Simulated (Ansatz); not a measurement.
`NC[SiH](Cl)Cl` and `Cl[SiH](Cl)I` differ in one atom or group.

Ansatz, PBE0-D4/def2-TZVP geometries, multiplicity 1. Each molecule was computed in one conformer, which needn't be the lowest.

Elements past krypton have def2 core potentials.

```json
{"property": "size of the dipole moment (PBE/def2-TZVPP) / D", "`NC[SiH](Cl)Cl`": "0.88"}
{"property": "LUMO energy (B3LYP/def2-TZVPP) / eV", "`NC[SiH](Cl)Cl`": "-0.02"}
{"property": "HOMO energy (PBE/def2-TZVPP) / eV", "`NC[SiH](Cl)Cl`": "-5.60"}
{"property": "LUMO energy (ωB97M-V/def2-TZVPP) / eV", "`NC[SiH](Cl)Cl`": "2.00"}
{"property": "HOMO energy (PBE0/def2-TZVPP) / eV", "`NC[SiH](Cl)Cl`": "-6.99"}
{"property": "HOMO–LUMO gap (PBE0/def2-TZVPP) / eV", "`NC[SiH](Cl)Cl`": "7.21"}
```

(1) What does the change do to each property? (Estimate.)

## Answers

(1) Ansatz gave: 
```csv
property,`Cl[SiH](Cl)I`,shift
size of the dipole moment (PBE/def2-TZVPP) / D,0.62,-0.26
LUMO energy (B3LYP/def2-TZVPP) / eV,-1.34,-1.32
HOMO energy (PBE/def2-TZVPP) / eV,-6.97,-1.37
LUMO energy (ωB97M-V/def2-TZVPP) / eV,0.79,-1.21
HOMO energy (PBE0/def2-TZVPP) / eV,-8.14,-1.15
HOMO–LUMO gap (PBE0/def2-TZVPP) / eV,7.02,-0.19
```

With PBE0 the HOMO falls by 1.15 eV and the LUMO falls by 1.32 eV, so the gap narrows by about 0.17 eV. PBE moves the HOMO by -1.37 eV and ωB97M-V by -0.96 eV. Dipoles are sizes alone; their direction can turn.

B3LYP here is the variant with VWN-RPA as its local correlation; programs differ in this.

Spin–orbit coupling is left out; it splits and shifts lone-pair levels of the heavy atoms by tenths of an eV.
